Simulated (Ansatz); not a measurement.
Cartesian coordinates in Å:
```
O -0.4086 1.2710 1.0613
Ta 0.0003 -0.0006 -0.0006
F 1.6844 0.3747 -0.7134
F 0.0243 -1.5822 0.9911
F -1.3004 -0.0629 -1.3384
```

Charge 0, multiplicity 1. Ta: def2 effective core potential.

(1) List the ωB97M-V/def2-TZVPP orbital energies in eV (Ansatz 0.2.0). (An estimate is asked.)

Results:

(1) The calculation gave: Occupied: -678.39, -678.39, -678.39, -526.53, -80.60, -46.61, -46.59, -46.59, -36.25, -35.72, -35.72, -28.33, -16.91, -16.91, -16.82, -16.40, -16.40, -15.91, -15.45, -15.45, -15.34, -13.01, -12.67, -12.67. Lowest empty: 0.35, 0.72, 0.72, 1.85, 2.33, 2.33, 3.81, 3.81.
